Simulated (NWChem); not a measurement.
Program: NWChem. System: BrClSi, charge 0, spin multiplicity 1, at a geometry optimised with PBE/def2-SVP. The structure started from a generated list of species. Level: G0W0@PBE0/def2-QZVP, RI basis def2-qzvp-rifit.

The NWChem input:

```
start mol
memory heap 200 mb stack 700 mb global 1700 mb
geometry units angstroms nocenter noautoz
  Si    -1.099835    -0.515365     0.000000
  Cl     0.217966    -2.164010     0.000000
  Br     0.334065     1.257237     0.000000
  symmetry group Cs
end
basis spherical
  * library def2-qzvp
end
basis "ri basis" bse spherical
  * library def2-qzvp-rifit
end
dft
  xc pbe0
  iterations 100
  direct
  tolerances tight
end
task dft energy
gw
  method cdgw
  states alpha occ 4 vir 2
end
task dft gw
```

NWChem printed:

```
             Northwest Computational Chemistry Package (NWChem) 7.3.0
             --------------------------------------------------------

                                NWChem Input Module
                                -------------------

 Scaling coordinates for geometry "geometry" by  1.889725989
 (inverse scale =  0.529177249)

 Turning off AUTOSYM since
 SYMMETRY directive was detected!

                             Geometry "geometry" -> ""
                             -------------------------

 Output coordinates in angstroms (scale by  1.889725989 to convert to a.u.)

  No.       Tag          Charge          X              Y              Z
 ---- ---------------- ---------- -------------- -------------- --------------
    1 Si                  14.0000    -1.09983500    -0.51536500     0.00000000
    2 Cl                  17.0000     0.21796600    -2.16401000     0.00000000
    3 Br                  35.0000     0.33406500     1.25723700     0.00000000

 Effective nuclear repulsion energy (a.u.)     265.3792174012

            Nuclear Dipole moment (a.u.)
            ----------------------------
        X                 Y               Z
 ---------------- ---------------- ----------------
     0.0000132281     0.0000283459     0.0000000000

      Symmetry information
      --------------------

 Group name             Cs
 Group number              2
 Group order               2
 No. of unique centers     3

      Symmetry unique atoms

     1    2    3


 Summary of "ao basis" -> "" (spherical)
 ------------------------------------------------------------------------------
       Tag                 Description            Shells   Functions and Types
 ---------------- ------------------------------  ------  ---------------------
 *                         def2-qzvp                  on all atoms

 new library libraries.bse/

 Summary of "ri basis" -> "" (spherical)
 ------------------------------------------------------------------------------
       Tag                 Description            Shells   Functions and Types
 ---------------- ------------------------------  ------  ---------------------
 *                      def2-qzvp-rifit               on all atoms

                                 NWChem DFT Module
                                 -----------------

 Summary of "ao basis" -> "ao basis" (spherical)
 ------------------------------------------------------------------------------
       Tag                 Description            Shells   Functions and Types
 ---------------- ------------------------------  ------  ---------------------
 Si                        def2-qzvp                22       70   9s6p4d2f1g
 Cl                        def2-qzvp                22       70   9s6p4d2f1g
 Br                        def2-qzvp                25       75   11s7p4d2f1g

 Summary of "ao basis" -> "ao basis" (spherical)
 ------------------------------------------------------------------------------
       Tag                 Description            Shells   Functions and Types
 ---------------- ------------------------------  ------  ---------------------
 Si                        def2-qzvp                22       70   9s6p4d2f1g
 Cl                        def2-qzvp                22       70   9s6p4d2f1g
 Br                        def2-qzvp                25       75   11s7p4d2f1g

      Symmetry analysis of basis
      --------------------------

        a'        142
        a"         73

            General Information
            -------------------
          SCF calculation type: DFT
          Wavefunction type:  closed shell.
          No. of atoms     :     3
          No. of electrons :    66
           Alpha electrons :    33
            Beta electrons :    33
          Charge           :     0
          Spin multiplicity:     1
          Use of symmetry is: on ; symmetry adaption is: on
          Maximum number of iterations: 100
          This is a Direct SCF calculation.
          AO basis - number of functions:   215
                     number of shells:    69
          Convergence on energy requested:  1.00D-06
          Convergence on density requested:  1.00D-05
          Convergence on gradient requested:  5.00D-04

              XC Information
              --------------
                         PBE0 Method XC Functional
                     Hartree-Fock (Exact) Exchange  0.250
          PerdewBurkeErnzerhof Exchange Functional  0.750
            Perdew 1991 LDA Correlation Functional  1.000 local
           PerdewBurkeErnz. Correlation Functional  1.000 non-local

             Grid Information
             ----------------
          Grid used for XC integration:  medium
          Radial quadrature: Mura-Knowles
          Angular quadrature: Lebedev.
          Tag              B.-S. Rad. Rad. Pts. Rad. Cut. Ang. Pts.
          ---              ---------- --------- --------- ---------
          Si                  1.10       88          10.0       590
          Cl                  1.00       88          11.0       590
          Br                  1.15      112          11.0       590
          Grid pruning is: on
          Number of quadrature shells:   288
          Spatial weights used:  Erf1

          Convergence Information
          -----------------------
          Convergence aids based upon iterative change in
          total energy or number of iterations.
          Levelshifting, if invoked, occurs when the
          HOMO/LUMO gap drops below (HL_TOL):  1.00D-02
          DIIS, if invoked, will attempt to extrapolate
          using up to (NFOCK): 10 stored Fock matrices.
[...]
 LUMO         =      -0.052700

      Symmetry analysis of molecular orbitals - initial
      -------------------------------------------------

  Numbering of irreducible representations:

     1 a'          2 a"

  Orbital symmetries:

     1 a'          2 a'          3 a'          4 a'          5 a'
     6 a'          7 a"          8 a'          9 a'         10 a'
    11 a'         12 a"         13 a'         14 a'         15 a"
    16 a'         17 a'         18 a'         19 a"         20 a'
    21 a'         22 a"         23 a'         24 a"         25 a'
    26 a'         27 a'         28 a'         29 a'         30 a"
    31 a"         32 a'         33 a'         34 a"         35 a'
    36 a'         37 a'         38 a"         39 a'         40 a'
    41 a'         42 a'         43 a"

   convergence    iter        energy       DeltaE   RMS-Dens  Diis-err    time
 ---------------- ----- ----------------- --------- --------- ---------  ------
 d= 0,ls=0.0,diis     1  -3323.3713261724 -3.59D+03  4.30D-03  6.68D+00    32.2
 d= 0,ls=0.0,diis     2  -3323.3151690854  5.62D-02  5.24D-03  9.23D-01    64.8
 d= 0,ls=0.0,diis     3  -3323.3027715718  1.24D-02  2.75D-03  1.06D+00    87.7
 d= 0,ls=0.0,diis     4  -3323.4401321756 -1.37D-01  3.42D-04  2.96D-03   117.3
 d= 0,ls=0.0,diis     5  -3323.4405334416 -4.01D-04  5.57D-05  6.19D-04   150.7
 d= 0,ls=0.0,diis     6  -3323.4406034912 -7.00D-05  1.39D-05  1.69D-05   170.8
 d= 0,ls=0.0,diis     7  -3323.4406046703 -1.18D-06  6.36D-06  3.50D-06   199.3
 d= 0,ls=0.0,diis     8  -3323.4406050378 -3.68D-07  1.76D-06  2.63D-07   233.3

         Total DFT energy =    -3323.440605037834
      One electron energy =    -5148.649183255335
           Coulomb energy =     1699.730979197168
    Exchange-Corr. energy =     -139.901618380831
 Nuclear repulsion energy =      265.379217401164

 Numeric. integr. density =       65.999999900809

     Total iterative time =    224.5s

                  Occupations of the irreducible representations
                  ----------------------------------------------

                     irrep           alpha         beta
                     --------     --------     --------
                     a'               25.0         25.0
                     a"                8.0          8.0

                       DFT Final Molecular Orbital Analysis
                       ------------------------------------

 Vector   31  Occ=2.000000D+00  E=-3.334140D-01  Symmetry=a"
              MO Center=  2.4D-01,  7.2D-01, -4.2D-15, r^2= 2.8D+00
   Bfn.  Coefficient  Atom+Function         Bfn.  Coefficient  Atom+Function
  ----- ------------  ---------------      ----- ------------  ---------------
   169      0.439631  3 Br pz               166      0.370159  3 Br pz
   157     -0.193802  3 Br pz               172      0.179026  3 Br pz
    94     -0.162516  2 Cl pz                91     -0.151545  2 Cl pz
   160     -0.140686  3 Br pz                82      0.104315  2 Cl pz
   154      0.095398  3 Br pz                97     -0.072533  2 Cl pz

 Vector   32  Occ=2.000000D+00  E=-3.212487D-01  Symmetry=a'
              MO Center=  2.1D-01,  3.9D-01, -1.4D-15, r^2= 3.7D+00
   Bfn.  Coefficient  Atom+Function         Bfn.  Coefficient  Atom+Function
  ----- ------------  ---------------      ----- ------------  ---------------
   168      0.346818  3 Br py               165      0.293125  3 Br py
   167     -0.241550  3 Br px               164     -0.205180  3 Br px
    93      0.175259  2 Cl py                90      0.166043  2 Cl py
   156     -0.152284  3 Br py               171      0.145397  3 Br py
    92      0.142633  2 Cl px                89      0.129956  2 Cl px

 Vector   33  Occ=2.000000D+00  E=-2.845378D-01  Symmetry=a'
              MO Center= -7.6D-01, -3.0D-01,  1.4D-16, r^2= 4.0D+00
   Bfn.  Coefficient  Atom+Function         Bfn.  Coefficient  Atom+Function
  ----- ------------  ---------------      ----- ------------  ---------------
     8      0.433257  1 Si s                  9      0.342231  1 Si s
   167      0.281654  3 Br px               164      0.230514  3 Br px
    92      0.204016  2 Cl px                19     -0.196594  1 Si px
    22     -0.177629  1 Si px                89      0.175537  2 Cl px
     7      0.145191  1 Si s                170      0.142445  3 Br px

 Vector   34  Occ=0.000000D+00  E=-1.139993D-01  Symmetry=a"
              MO Center= -9.3D-01, -4.7D-01,  1.8D-12, r^2= 3.3D+00
   Bfn.  Coefficient  Atom+Function         Bfn.  Coefficient  Atom+Function
  ----- ------------  ---------------      ----- ------------  ---------------
    24      0.502080  1 Si pz                21      0.330043  1 Si pz
    27      0.323929  1 Si pz                12     -0.207916  1 Si pz
   172     -0.173248  3 Br pz                97     -0.158016  2 Cl pz
   169     -0.148056  3 Br pz               166     -0.145122  3 Br pz
    91     -0.136526  2 Cl pz                94     -0.127950  2 Cl pz

 Vector   35  Occ=0.000000D+00  E=-1.985886D-02  Symmetry=a'
              MO Center= -8.4D-01, -2.4D-01,  1.5D-13, r^2= 5.5D+00
   Bfn.  Coefficient  Atom+Function         Bfn.  Coefficient  Atom+Function
  ----- ------------  ---------------      ----- ------------  ---------------
   151      0.835386  3 Br s                 26     -0.574991  1 Si py
    23     -0.547564  1 Si py                25     -0.447467  1 Si px
   171     -0.426263  3 Br py                 8     -0.372402  1 Si s
     9     -0.355116  1 Si s                 22     -0.355442  1 Si px
   170     -0.338992  3 Br px               168     -0.244046  3 Br py

 Vector   36  Occ=0.000000D+00  E=-1.173596D-02  Symmetry=a'
              MO Center= -9.4D-01, -5.7D-01, -1.2D-12, r^2= 5.2D+00
   Bfn.  Coefficient  Atom+Function         Bfn.  Coefficient  Atom+Function
  ----- ------------  ---------------      ----- ------------  ---------------
    79      0.657176  2 Cl s                 26      0.538375  1 Si py
    25     -0.478917  1 Si px                 8     -0.410437  1 Si s
    23      0.362837  1 Si py                22     -0.343859  1 Si px
    96      0.318561  2 Cl py                 9     -0.297212  1 Si s
    95     -0.214940  2 Cl px               171     -0.207093  3 Br py

 center of mass
 --------------
 x =   0.04694900 y =   0.13733839 z =   0.00000000

 moments of inertia (a.u.)
 ------------------
        1059.723093717575        -116.668617610587           0.000000000000
        -116.668617610587         158.318588943153           0.000000000000
           0.000000000000           0.000000000000        1218.041682660728

     Multipole analysis of the density
     ---------------------------------

     L   x y z        total         alpha         beta         nuclear
     -   - - -        -----         -----         ----         -------
     0   0 0 0     -0.000000    -33.000000    -33.000000     66.000000

     1   1 0 0     -0.420173     -0.210093     -0.210093      0.000013
     1   0 1 0     -0.015150     -0.007589     -0.007589      0.000028
     1   0 0 1     -0.000000     -0.000000     -0.000000      0.000000

     2   2 0 0    -32.320604    -54.814492    -54.814492     77.308379
     2   1 1 0      0.562563    -25.817522    -25.817522     52.197608
     2   1 0 1     -0.000000     -0.000000     -0.000000      0.000000
     2   0 2 0    -34.154922   -264.643197   -264.643197    495.131472
     2   0 1 1      0.000000      0.000000      0.000000      0.000000
     2   0 0 2    -31.275391    -15.637696    -15.637696      0.000000

 Task  times  cpu:      233.5s     wall:      233.5s

                                NWChem Input Module
                                -------------------

                                 NWChem GW Module
                                 ----------------

                             ***********************
                             ***        GW       ***
                             ***********************

 Summary of "ri basis" -> "ri basis" (spherical)
 ------------------------------------------------------------------------------
       Tag                 Description            Shells   Functions and Types
 ---------------- ------------------------------  ------  ---------------------
 Si                     def2-qzvp-rifit             41      167   12s10p9d6f3g1h
 Cl                     def2-qzvp-rifit             41      167   12s10p9d6f3g1h
 Br                     def2-qzvp-rifit             58      298   13s12p11d9f7g5h1i

                 Memory Information
                 ------------------
          Available GA per process is          1699.6 MBs
          Available stack per process is        700.0 MBs
          Available heap per process is           0.0 MBs

          Peak memory in Initialization
              Peak GA per process is                 39.6 MBs
              Peak stack per process is               0.5 MBs
              Peak heap per process is               41.3 MBs
              Memory not in MA per process            0.0 MBs

          Peak memory in CDGW Calculation
              Peak GA per process is                 46.1 MBs
              Peak stack per process is               6.1 MBs
              Peak heap per process is                5.8 MBs
              Memory not in MA per process            0.0 MBs

          Computing 2-center integrals
          Computing Inverse Cholesky factor
          Computing 3-center integrals
          Computing Vxc

          Computing Sigma_x
          Computing W(iw) on the imaginary grid
          Solving quasiparticle equations

                  Alpha Orbitals
          State     Energy (eV)     Error (eV)
          -----------------------------------
@GW        30        -12.224           0.005
@GW        31        -11.047           0.002
@GW        32        -10.801           0.005
@GW        33         -9.846           0.002
@GW        34         -1.375           0.005
@GW        35          1.140           0.004

     GW Timing Statistics
   ------------------------
   Init.   :          0.9s
     ERIs  :         13.4s
     Distr.:          0.1s
     Vxc   :         17.0s
   Vmo     :          0.0s
   iW      :         12.6s
   I_n     :          0.0s
   R_n     :          1.3s
   GW total:         45.3s

 Task  times  cpu:       45.3s     wall:       45.3s

 Total times  cpu:      278.8s     wall:      278.8s
```
